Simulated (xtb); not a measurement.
I₃Sn, charge +1, singlet, from a rough starting geometry (GFN-xTB shapes and energies of metal compounds can be far from the true ones); GFN2-xTB run with xtb.

Here is a job for xtb.
```
$ xtb mol.xyz --gfn 2 --chrg 1 --opt vtight --json

# file mol.xyz
4

Sn    -0.03728736     0.01017658     0.05257604
I      2.56768708    -0.46625167    -0.81820545
I     -1.00293569    -1.17696598     2.22760446
I     -1.56386608     1.66292597    -1.43532306
```

It wrote (shortened):

```
   ID    Z sym.   atoms
    1   50 Sn     1
    2   53 I      2-4

           -------------------------------------------------
          |                Calculation Setup                |
           -------------------------------------------------

           -------------------------------------------------
          |                 G F N 2 - x T B                 |
           -------------------------------------------------

          ...................................................
          :                      SETUP                      :
          :.................................................:
          :  # basis functions                  40          :
          :  # atomic orbitals                  36          :
          :  # shells                           12          :
          :  # electrons                        24          :
          :  max. iterations                   250          :
          :  Hamiltonian                  GFN2-xTB          :
          :  restarted?                      false          :
          :  GBSA solvation                  false          :
          :  PC potential                    false          :
          :  electronic temp.          300.0000000     K    :
          :  accuracy                    1.0000000          :
          :  -> integral cutoff          0.2500000E+02      :
          :  -> integral neglect         0.1000000E-07      :
          :  -> SCF convergence          0.1000000E-05 Eh   :
          :  -> wf. convergence          0.1000000E-03 e    :
          :  Broyden damping             0.4000000          :
          :  net charge                          1          :
          :  unpaired electrons                  0          :
          ...................................................

 iter      E             dE          RMSdq      gap      omega  full diag
   1    -10.6397850 -0.106398E+02  0.545E+01    1.02       0.0  T
   2     -5.7415039  0.489828E+01  0.849E+01    5.27       1.0  T
   3    -13.1276989 -0.738620E+01  0.113E+01    1.05       1.0  T
   4    -13.2323162 -0.104617E+00  0.180E+01    1.04       1.0  T
   5    -12.8497046  0.382612E+00  0.281E+01    0.82       1.0  T
   6    -13.1842418 -0.334537E+00  0.150E+01    0.98       1.0  T
   7    -13.1407771  0.434647E-01  0.108E+01    1.01       1.0  T
   8    -13.1776140 -0.368369E-01  0.836E+00    0.99       1.0  T
   9    -13.2223315 -0.447175E-01  0.392E+00    0.95       1.0  T
  10    -13.2380422 -0.157107E-01  0.167E+00    0.91       1.0  T
  11    -13.2342047  0.383750E-02  0.296E+00    0.89       1.0  T
  12    -13.2379058 -0.370106E-02  0.741E-01    0.91       1.0  T
  13    -13.2375539  0.351918E-03  0.102E+00    0.91       1.0  T
  14    -13.2385645 -0.101061E-02  0.125E-01    0.90       1.0  T
  15    -13.2385568  0.769734E-05  0.495E-02    0.90       1.0  T
  16    -13.2385630 -0.623090E-05  0.624E-02    0.90       1.0  T
  17    -13.2385663 -0.329641E-05  0.179E-02    0.90       2.8  T
  18    -13.2385664 -0.108507E-06  0.507E-03    0.90       9.9  T
  19    -13.2385664 -0.206627E-07  0.887E-04    0.90      56.4  T
  20    -13.2385664  0.527578E-10  0.655E-04    0.90      76.4  T

   *** convergence criteria satisfied after 20 iterations ***

         :::::::::::::::::::::::::::::::::::::::::::::::::::::
         ::                     SUMMARY                     ::
         :::::::::::::::::::::::::::::::::::::::::::::::::::::
         :: total energy             -13.226925874759 Eh    ::
         :: gradient norm              0.024981630981 Eh/a0 ::
         :: HOMO-LUMO gap              0.902737401491 eV    ::
         ::.................................................::
         :: SCC energy               -13.238562897053 Eh    ::
         :: -> isotropic ES            0.057020328608 Eh    ::
         :: -> anisotropic ES          0.007306038340 Eh    ::
         :: -> anisotropic XC          0.001029303472 Eh    ::
[...]
 * total energy  :   -13.2269259 Eh     change       -0.1163531E-09 Eh
 * total energy  :   -13.2003044 Eh     change        0.2662145E-01 Eh
 * total energy  :   -13.2254414 Eh     change       -0.2513697E-01 Eh
 * total energy  :   -13.1993014 Eh     change        0.2614003E-01 Eh
 * total energy  :   -13.2280889 Eh     change       -0.2878754E-01 Eh
 * total energy  :   -13.2242934 Eh     change        0.3795558E-02 Eh
 * total energy  :   -13.2283558 Eh     change       -0.4062399E-02 Eh
 * total energy  :   -13.2283677 Eh     change       -0.1193602E-04 Eh
 * total energy  :   -13.2283711 Eh     change       -0.3443004E-05 Eh
 * total energy  :   -13.2283722 Eh     change       -0.1107168E-05 Eh
 * total energy  :   -13.2283722 Eh     change       -0.1196675E-08 Eh
   *** GEOMETRY OPTIMIZATION CONVERGED AFTER 11 ITERATIONS ***
         :: total energy             -13.228372238009 Eh    ::
[...]
         2        2.0000           -0.9532149             -25.9383
         3        2.0000           -0.9532138             -25.9383
         4        2.0000           -0.9314902             -25.3471
         5        2.0000           -0.6677961             -18.1717
         6        2.0000           -0.6677948             -18.1716
         7        2.0000           -0.6355542             -17.2943
         8        2.0000           -0.6354247             -17.2908
         9        2.0000           -0.6354238             -17.2908
        10        2.0000           -0.6346400             -17.2694
        11        2.0000           -0.6346386             -17.2694
        12        2.0000           -0.6254208             -17.0186 (HOMO)
        13                         -0.5901260             -16.0581 (LUMO)
        14                         -0.4400583             -11.9746
        15                         -0.3426621              -9.3243
        16                         -0.3426594              -9.3242
        17                         -0.2873101              -7.8181
        18                         -0.2873088              -7.8181
        19                         -0.2570780              -6.9954
        20                         -0.2304224              -6.2701
        21                         -0.2304213              -6.2701
        22                         -0.2069250              -5.6307
        23                         -0.2067133              -5.6250
       ...                                ...                  ...
        36                          1.0249035              27.8890
      -------------------------------------------------------------
                  HL-Gap            0.0352948 Eh            0.9604 eV
             Fermi-level           -0.6077733 Eh          -16.5384 eV

     #   Z          covCN         q      C6AA      α(0)
     1  50 Sn       2.612     0.532   369.903    38.138
     2  53 I        0.871     0.156   360.542    32.779
     3  53 I        0.871     0.156   360.542    32.779
     4  53 I        0.871     0.156   360.542    32.779

 Mol. C6AA /au·bohr⁶  :       5790.801448
 Mol. C8AA /au·bohr⁸  :     578104.822232
 Mol. α(0) /au        :        136.474533

Wiberg/Mayer (AO) data.
largest (>0.10) Wiberg bond orders for each atom

 ---------------------------------------------------------------------------
     #   Z sym  total        # sym  WBO       # sym  WBO       # sym  WBO
 ---------------------------------------------------------------------------
     1  50 Sn   2.786 --     4 I    0.929     3 I    0.929     2 I    0.929
     2  53 I    1.531 --     1 Sn   0.929     3 I    0.301     4 I    0.301
     3  53 I    1.531 --     1 Sn   0.929     2 I    0.301     4 I    0.301
     4  53 I    1.531 --     1 Sn   0.929     2 I    0.301     3 I    0.301
 ---------------------------------------------------------------------------

Topologies differ in total number of bonds
Writing topology from bond orders to xtbtopo.mol

molecular dipole:
                 x           y           z       tot (Debye)
 q only:       -0.017       0.014       0.013
   full:       -0.017       0.014       0.013       0.065
molecular quadrupole (traceless):
                xx          xy          yy          xz          yz          zz
 q only:        2.155      -2.245      -2.429      -1.600      -3.921       0.274
  q+dip:        0.317      -0.330      -0.357      -0.236      -0.576       0.040
   full:       -0.826       0.860       0.931       0.613       1.504      -0.105

optimized geometry written to: xtbopt.xyz

           -------------------------------------------------
          | TOTAL ENERGY              -13.228372238009 Eh   |
          | GRADIENT NORM               0.000004741574 Eh/α |
          | HOMO-LUMO GAP               0.960419249170 eV   |
           -------------------------------------------------

normal termination of xtb
```
